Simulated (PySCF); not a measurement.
Molecule: SMILES B[SiH2]C#N (CH₄BNSi). Atoms near the plane z = 0.8 Å, at the PBE/def2-SVP optimised geometry (x, y, z in Å): B1 (1.0, -1.2, 0.0), Si2 (-1.0, -1.2, 0.0), C3 (-1.4, 0.6, 0.0), N4 (-1.5, 1.8, 0.0), H5 (1.7, -1.3, 1.0), H7 (-1.7, -1.8, 1.2).

Level of theory: PBE/def2-TZVP (PySCF 2.14.0). The values are rescaled to run from 0 to 1.

```
|1111111111111111111111111|
|1111111111111111111111111|
|1111111111111111111111111|
|1111111111111111111111111|
|1111111111111111111111111|
|1111111111111111111111111|
|1111111100111111111111111|
|1111110000111111111111111|
|1111111111111111111111111|
|1111111111111111111111111|
|1111110000001111111111111|
|1111100000001111111111111|
|1111111111100000011111111|
|1111111110000000011111111|
|1111110100001101221111111|
|1111111210001113662111111|
|1111112452112224993111111|
|1111113663111112442111111|
|1111112442111111111111111|
|1111111221111110111111111|
|1111111111111111111111111|
|1111111111111111111111111|
|1111111111111111111111111|
|1111111111111111111111111|
|1111111111111111111111111|
```
Scale: ten equal steps from 0.000 (start of '0') to 1.00 (end of '9'), in the order '0123456789'; x runs from -4.00 to 4.00, y from -4.00 (bottom) to 4.00 (top).

Which quantity is mapped?
(A) deformation density (molecule minus spherical neutral atoms)
(B) an orbital amplitude
(C) Laplacian of the electron density
(D) electron localisation function

A, deformation density (molecule minus spherical neutral atoms). In full: deformation density (molecule minus spherical neutral atoms) (e/bohr³).
